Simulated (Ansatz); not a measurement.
C3H7O (SMILES [CH2]COC), doublet, geometry from GFN2-xTB. Base run: SVWN5/6-31G** in Ansatz (a program for electronic structure).

The Ansatz input:
Ansatz 0.2 input:
```yaml
crystal:
  periodic: [false, false, false]
  atoms:
    - {symbol: O, position_ang: [-0.04888471, -0.67223206, 0.06807397]}
    - {symbol: C, position_ang: [-0.05570954, 0.72754744, -0.05659302]}
    - {symbol: C, position_ang: [1.22552848, -1.23619647, -0.08169678]}
    - {symbol: C, position_ang: [-1.41454210, 1.25589409, 0.10965413]}
    - {symbol: H, position_ang: [0.63394195, 1.17647237, 0.69219054]}
    - {symbol: H, position_ang: [0.36058092, 1.02033849, -1.04593889]}
    - {symbol: H, position_ang: [1.10629343, -2.31142651, 0.03364220]}
    - {symbol: H, position_ang: [1.64551219, -1.02047035, -1.07312140]}
    - {symbol: H, position_ang: [1.92143774, -0.86287170, 0.68131421]}
    - {symbol: H, position_ang: [-2.22288454, 0.58182199, 0.29733567]}
    - {symbol: H, position_ang: [-1.58546504, 2.31052188, 0.04179988]}
basis:
  gaussian:
    orbitals: 6-31G__.json
hamiltonian:
  xc: {name: SVWN5}
magnetization: {spin_polarized: true, initial_magnetization: 1}
```
The basis file holds 6-31G** in the JSON format of the Basis Set Exchange.

Variants of this job, named by their change:

| change | basis functions | E (Eh) |
|---|---|---|
| base | 95 | -191.99743 |
| basis = STO-3G | 27 | -189.49580 |
| basis = 3-21G | 50 | -190.93361 |
| basis = def2-SV(P) | 70 | -191.83522 |
| basis = 6-31G* | 74 | -191.98889 |
| basis = 6-31+G* | 90 | -192.00159 |
| basis = def2-SVP | 91 | -191.85048 |
| basis = cc-pVDZ | 91 | -191.99178 |
| basis = def2-SVPD | 139 | -191.87107 |
| basis = 6-311+G(2d,p) | 150 | -192.05950 |
| basis = aug-cc-pVDZ | 155 | -192.01343 |
| basis = def2-TZVPD | 214 | -192.07738 |
| basis = pcseg-2 | 218 | -192.07568 |

Totals compare only among sets that treat the same electrons; sets with core potentials leave the core out.
